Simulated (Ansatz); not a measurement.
Start from `B[SiH2][SiH2]CF` and change one atom or group to get `B[SiH2][SiH2][SiH3]`.

Ansatz, PBE0-D4/def2-TZVP geometries, multiplicity 1. Each molecule was computed in one conformer, which needn't be the lowest. `B[SiH2][SiH2]CF` holds a close contact that its SMILES doesn't draw: F···B 1.84 Å.

```csv
property,`B[SiH2][SiH2]CF`
HOMO energy (ωB97M-V/def2-TZVPP) / eV,-9.47
LUMO energy (PBE0/def2-TZVPP) / eV,-0.80
LUMO energy (B3LYP/def2-TZVPP) / eV,-0.97
HOMO–LUMO gap (B3LYP/def2-TZVPP) / eV,6.26
HOMO–LUMO gap (PBE/def2-TZVPP) / eV,4.59
size of the dipole moment (B3LYP/def2-TZVPP) / D,2.49
```

Give the same properties after the change, and the shifts. (An estimate is asked.)

The calculation gave: 
```tsv
property	`B[SiH2][SiH2][SiH3]`	shift
HOMO energy (ωB97M-V/def2-TZVPP) / eV	-9.78	-0.31
LUMO energy (PBE0/def2-TZVPP) / eV	-2.51	-1.71
LUMO energy (B3LYP/def2-TZVPP) / eV	-2.69	-1.72
HOMO–LUMO gap (B3LYP/def2-TZVPP) / eV	4.94	-1.32
HOMO–LUMO gap (PBE/def2-TZVPP) / eV	3.37	-1.22
size of the dipole moment (B3LYP/def2-TZVPP) / D	0.14	-2.35
```

With PBE0 the HOMO falls by 0.40 eV and the LUMO falls by 1.71 eV, so the gap narrows by about 1.31 eV. PBE moves the HOMO by -0.45 eV and ωB97M-V by -0.31 eV. Dipoles are sizes alone; their direction can turn.

B3LYP here is the variant with VWN-RPA as its local correlation; programs differ in this.
